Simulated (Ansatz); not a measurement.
Isolated molecules relaxed with PBE0-D4/def2-TZVP in Ansatz; ΔE leaves out vibrations. CCSD(T)/CBS adds triple-zeta CCSD(T) − MP2 to the extrapolated MP2 energy (def2 sets, frozen cores). This one scheme is used for every species, atoms too. For atomizations the MP2-based limit and the directly extrapolated one differ by several kJ/mol either way, and by 10 to 25 for some Ge, Se and Sn compounds, so smaller differences from it don't rank the levels. DFT in def2-TZVPP. B3LYP here is the variant with VWN-RPA as its local correlation; programs differ in this. Open shells (•) are unrestricted, without spin–orbit coupling. Spin–orbit coupling would lower the free atoms: a little for C, Si; strongly for In. Elements past krypton have def2 core potentials. Bonds to In are less sure, by a few kJ/mol each and by 10 to 20 or more in all where they break to atoms, as the def2 sets lack core-valence functions. One conformer a species, not always the lowest.

`[SiH3][SiH2][CH2][InH2]` → C• + 9 H• + In• + 2 Si•  (atomization)

```tsv
species	B3LYP-D4 energy (Eh)
`[SiH3][SiH2][CH2][InH2]`	-812.77670
C•	-37.85948
H•	-0.50215
In•	-190.18664
Si•	-289.39209
```

**Question.** Work out ΔE.

**Answer.** ΔE = 9 × (-0.50215) + 2 × (-289.39209) + (-37.85948) + (-190.18664) − (-812.77670) = 1.42705 Eh = +895.5 kcal/mol. CCSD(T)/CBS gives +903.7 kcal/mol.

Largest T1 diagnostic among the species: 0.015.

From BLYP to BHLYP (50 % exact exchange), in def2-TZVPP and without D4, ΔE moves by +11.3 kcal/mol. The D4 term adds +12.8 kcal/mol with B3LYP and +6.8 kcal/mol with PBE0; it sums over pairs of atoms, weighted by their polarisabilities, and B3LYP, whose exchange is more repulsive, gets the larger term. In def2-TZVPP, CCSD(T) changes the Hartree–Fock value by +205.1 kcal/mol (the triples alone add +9.1 kcal/mol) and MP2 by +194.4 kcal/mol; breaking electron pairs costs correlation energy, which Hartree–Fock lacks.
